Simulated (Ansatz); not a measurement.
```yaml
atoms:
  - { symbol: Sc, position_ang: [0.0000, 0.0000, 0.0000] }
  - { symbol: O, position_ang: [0.0000, 0.0000, 1.8348] }
```

Basis set: cc-pVTZ (spherical functions). Correlated methods keep 6 orbitals frozen. Correlation on ROHF uses semicanonical orbitals with singles. Charge 0, multiplicity 2.

Computed with Ansatz (development build ahead of 0.2.0); the reference of a correlated method needn't be the lowest determinant of its kind.

Q: Give the atomization energy at this shape (free ground-state atoms in the same class of orbitals less the molecule, no zero-point energy) of doublet ScO by UHF-BCCD(T), ROHF-CCSD(T).

A:

| method | atomization energy |
| --- | --- |
| UHF-BCCD(T) | 6.39 eV |
| ROHF-CCSD(T) | 6.36 eV |

Caution: the reference determinant was not shown to be the lowest; the shape is not the minimum. Caution for UHF-BCCD(T): a free atom is spin contaminated.
